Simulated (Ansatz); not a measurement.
Frontier orbitals of AlBrFHS, SMILES `[F][Al]([SH])[Br]`.

Charge 0, multiplicity 1. Correlated methods include outer-core shells of Br, which these sets cover unevenly. Scalar relativity is left out up to krypton. All single points use the PBE0-D4/def2-TZVP geometry. It is one conformer, not always the lowest. Basis def2-TZVPP, the Gaussian-basis code of Ansatz.

```json
{"functional": "LDA (SPW92)", "HOMO (eV)": "-7.20", "LUMO (eV)": "-2.28", "gap (eV)": "4.92"}
{"functional": "PBE", "HOMO (eV)": "-7.05", "LUMO (eV)": "-1.98", "gap (eV)": "5.07"}
{"functional": "B97M-V", "HOMO (eV)": "-7.39", "LUMO (eV)": "-1.67", "gap (eV)": "5.72"}
{"functional": "PBE0", "HOMO (eV)": "-8.29", "LUMO (eV)": "-1.14", "gap (eV)": "7.15"}
{"functional": "ωB97M-V", "HOMO (eV)": "-10.46", "LUMO (eV)": "0.55", "gap (eV)": "11.01"}
```

A quarter of exact exchange (PBE0) shifts PBE's HOMO by −1.24 eV and its LUMO by +0.84 eV; full exchange at long range (ωB97M-V) shifts them by −3.41 and +2.53 eV. The gap opens from 5.07 to 11.02 eV, since occupied levels lose self-interaction and empty ones feel all the electrons. A positive LUMO is unbound and depends on the basis.
